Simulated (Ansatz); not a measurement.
System: AlH, charge 1, doublet. AlH+ (parent SMILES [AlH], doublet).
B3LYP-D3(BJ)/def2-TZVP minimum from Ansatz (a first-principles code):
```xyz
2

Al     0.0000     0.0000    -0.1159
H      0.0000     0.0000     1.5070
```
Charge +1, spin multiplicity 2.

Hartree-Fock and CCSD(T) correlation energies in hartree (Ansatz). Radicals and triplets start from unrestricted determinants; spin-orbit coupling is neglected. Correlated methods leave the cores frozen. No relativity. The spin of HAl+ (parent SMILES [AlH], doublet) was assumed, and the state is the lowest solution found for it.

| basis | X | E(HF) | E(corr, CCSD(T)) |
|---|---|---|---|
| cc-pV(T+d)Z | 3 | -242.19641 | -0.04642 |
| cc-pV(Q+d)Z | 4 | -242.19825 | -0.04807 |
| cc-pV(5+d)Z | 5 | -242.19868 | withheld |

**Question.** Fit E(corr) = E∞ + A/X³ to X = 3 and 4, predict X = 5, and compare with the run.

**Answer.** A = (-0.04642 - (-0.04807))/(1/27 - 1/64) = 0.0771; E∞ = -0.04807 - A/64 = -0.04927; at X = 5, E∞ + A/125 = -0.04866. The run gave -0.04853, 0.13 mEh above the prediction. The same form on X = 4 and 5 gives E∞ = -0.04901, 0.26 mEh above the first estimate.
